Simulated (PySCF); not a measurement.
From one molecule to another.

First species: C3H14N2Si2.
SMILES: `CC(C)N[SiH2]N[SiH3]`

Second species: C₃H₁₄SSi₃.
Geometry (GFN2-xTB, Å), atoms numbered from 1 in this order:
```
atom  x, y, z in Å
C1    -3.4157   -0.4752   -0.7913
C2    -2.7515   -0.4617    0.5783
C3    -2.1437    0.8918    0.9086
S4    -0.7843    1.3774   -0.2120
Si5    0.7738   -0.0105    0.3181
Si6    2.8149    0.9082   -0.2700
Si7    4.5633   -0.5882   -0.0433
H8    -3.7986   -1.4667   -1.0206
H9    -2.6983   -0.1918   -1.5582
H10   -4.2419    0.2321   -0.8188
H11   -3.4904   -0.6974    1.3494
H12   -1.9713   -1.2263    0.6186
H13   -1.7487    0.9076    1.9248
H14   -2.8842    1.6842    0.8018
H15    0.5686   -0.2459    1.7504
H16    0.4539   -1.2846   -0.3357
H17    3.0655    2.1095    0.5437
H18    2.7485    1.4277   -1.6437
H19    4.1291   -1.8054    0.6504
H20    5.1204   -1.0200   -1.3253
H21    5.6817   -0.0477    0.7292
```

Levels: PBE0/pcSseg-1 for dipole moment, HOMO energy, LUMO energy and HOMO–LUMO gap; GFN2-xTB for rotational constant A and rotational constant C. Geometries: GFN2-xTB. Each species is one conformer at its optimised geometry, gas phase, non-relativistic unless stated. Electronic properties by PySCF.

The conformers computed, where there is a choice (atom-mapped SMILES and torsion angles):
- `[CH3:1][CH:2]([CH3:3])[NH:4][SiH2:5][NH:6][SiH3:7]`: C1–C2–N4–Si5 154°, C2–N4–Si5–N6 -176°, N4–Si5–N6–Si7 -167°
- `[CH3:1][CH2:2][CH2:3][S:4][SiH2:5][SiH2:6][SiH3:7]`: C1–C2–C3–S4 -64°, C2–C3–S4–Si5 -69°, C3–S4–Si5–Si6 -156°, S4–Si5–Si6–Si7 -172°

```
             property   column X   column Y
        dipole moment     1.39 D     1.43 D
          HOMO energy   -6.78 eV   -6.75 eV
          LUMO energy    0.42 eV   -0.58 eV
        HOMO–LUMO gap    7.20 eV    6.17 eV
rotational constant A  5.255 GHz  3.216 GHz
rotational constant C  0.589 GHz  0.378 GHz
```

Q: Which column belongs to which species?

A: Column X is the first species and column Y the second. The first has 21 atoms and 74 electrons, the second 21 and 90.

Q: How does each property change from the first species to the second?

A: dipole moment +0.04 D; HOMO energy +0.03 eV; LUMO energy -1.00 eV; HOMO–LUMO gap -1.03 eV; rotational constant A -2.039 GHz; rotational constant C -0.211 GHz.

On the first: The dipole matches unit charges of opposite sign 0.29 Å apart (1 e·Å = 4.8032 D).

On the second: The dipole equals about 4.8 × 10⁻³⁰ C·m (1 D = 3.33564 × 10⁻³⁰ C·m).
